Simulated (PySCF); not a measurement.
A structure optimised at PBE-D3(BJ)/def2-SVP, used in a PySCF frequency run:

```xyz
8

Se    -0.4391    -0.1237     0.7564
O     -1.6814     1.0685     0.0900
H     -1.4508     1.9267     0.5022
S      1.3326     0.1359    -0.5061
C      0.9636    -0.8743    -1.9922
H      0.7974    -1.9333    -1.7189
H      1.8524    -0.7955    -2.6507
H      0.0799    -0.4680    -2.5186
```

Question: Write its SMILES and formula.

Answer: CS[Se]O, CH4OSSe

Question: What are its rotational constants (standard atomic weights)?

Answer: 6.8526, 2.1007, 1.9233 GHz
